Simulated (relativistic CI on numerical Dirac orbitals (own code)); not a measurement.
# Slater and spin-orbit integrals, Pt⁴⁴⁺

Method of calculation: Dirac-Coulomb-Breit CI, separate exchange-only KLI orbitals for each configuration, a model potential for QED, unscaled Slater integrals (own radial code, finite nucleus).

Slater integrals F^k, G^k are unscaled and averaged over j, outside the closed core [Ar] 3d10; ζ comes from projecting the Hamiltonian with its Breit term on Σ l·s of the shell.

- 4s2.4p4: F^2(4p,4p) = 267200, ζ(4p) = 675220 cm⁻¹; <r>(4p) = 0.3802, <r^2>(4p) = 0.1638 (bohr units).
- 4s.4p5: G^1(4s,4p) = 349660, ζ(4p) = 674840 cm⁻¹; <r>(4s) = 0.3703, <r^2>(4s) = 0.1543, <r>(4p) = 0.3802, <r^2>(4p) = 0.1638 (bohr units).
- 4s2.4p3.4d: F^2(4p,4p) = 267150, ζ(4p) = 676010, F^2(4p,4d) = 263790, G^1(4p,4d) = 324760, G^3(4p,4d) = 208880, ζ(4d) = 85187 cm⁻¹; <r>(4p) = 0.3802, <r^2>(4p) = 0.1638, <r>(4d) = 0.3776, <r^2>(4d) = 0.1631 (bohr units).

Averages of the first 10 configurations, taken without configuration mixing, which lowers the lowest level and can move excited configurations by several eV; other configurations of the list can lie among them:

| Configuration | Parity | States | Average energy above the lowest level (eV) |
| --- | --- | --- | --- |
| 4s2.4p4 | even | 15 | 87.7 |
| 4s.4p5 | odd | 12 | 291.9 |
| 4s2.4p3.4d | odd | 200 | 318.9 |
| 4p6 | even | 1 | 508.0 |
| 4s.4p4.4d | even | 300 | 517.9 |
| 4s2.4p3.4f | even | 280 | 530.8 |
| 4s.4p4.4f | odd | 420 | 730.0 |
| 4p5.4d | odd | 60 | 728.8 |
| 4s.4p3.4d2 | odd | 1800 | 747.4 |
| 4s2.4p2.4d.4f | odd | 2100 | 762.8 |
